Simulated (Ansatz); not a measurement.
Mulliken charges of `C[Si](F)(F)Cl` from r2SCAN/def2-TZVPP in Ansatz (PBE0-D4/def2-TZVP geometry).

| atom | x (Å) | y (Å) | z (Å) | charge (e) |
| --- | --- | --- | --- | --- |
| C1 | -0.809 | -0.299 | 0.512 | -0.327 |
| Si2 | 0.691 | 0.151 | -0.439 | 0.881 |
| F3 | 1.987 | -0.472 | 0.219 | -0.300 |
| F4 | 0.616 | -0.416 | -1.914 | -0.300 |
| Cl5 | 0.963 | 2.158 | -0.561 | -0.231 |
| H6 | -0.917 | -1.385 | 0.550 | 0.092 |
| H7 | -0.740 | 0.080 | 1.533 | 0.092 |
| H8 | -1.699 | 0.125 | 0.044 | 0.092 |

**Question.** By hand: the dipole of these point charges (1 e Å = 4.8032 D).

**Answer.** Σ q r = (-0.439, -0.110, 0.280) e Å, of length 0.532 e Å = 2.56 D.

**Question.** How does the dipole of the full density compare? (An estimate is asked.)

**Answer.** Ansatz gave: (-0.386, -0.077, 0.246) e Å, 2.23 D; the point charges give 1.15 times that, at 2° from its direction.

Point charges leave out the atoms' own dipoles, such as those of lone pairs, and Mulliken's split depends on the basis, so the close match here is no proof of good charges.
